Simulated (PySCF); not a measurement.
Cl3OSi, SMILES [O][Si](Cl)(Cl)Cl (connectivity only; charge and spin as stated), charge -1, multiplicity 1. Heavy atoms are numbered as in [O:1][Si:2]([Cl:3])([Cl:4])[Cl:5].

Geometry: B3LYP-D3(BJ)/def2-SVPD. The spin state was assumed, not searched. The isomer is the one that the SMILES or the coordinates give; other isomers of the formula were not compared.

Calculation: PySCF with PBE/def2-SVPD.

ESP charges are fitted to the potential on shells at 1.4 to 2.0 van der Waals radii. Atomic charges (e), one atom of each kind:

| atom | ESP fit | IAO |
|---|---|---|
| O1 | -0.64 | -0.89 |
| Si2 | 0.53 | 1.10 |
| Cl3 | -0.30 | -0.40 |
